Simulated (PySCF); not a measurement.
isocyanic acid anion (CHNO), SMILES N=C=O (connectivity only; charge and spin as stated), charge -1, multiplicity 2.

Geometry: B3LYP-D3(BJ)/def2-TZVPD. The spin state was assumed, not searched.

Calculation: PySCF with r2SCAN/def2-TZVPD.

The molecule is in vacuum. A positive occupied level means that this level leaves the electron formally unbound; only the finite basis holds it.

Computed frontier levels, dipole moment and polarisability:
α spin, highest occupied and lowest empty level: 2.29 and 4.56 eV
β spin, highest occupied and lowest empty level: -0.26 and 3.93 eV
dipole moment about the centre of nuclear charge: 0.97 D
mean static polarisability: 61.9 bohr³ (9.17 Å³)
polarisability, principal values: 48.2, 64.1, 73.2 bohr³
⟨S²⟩: 0.755 (pure state 0.75)
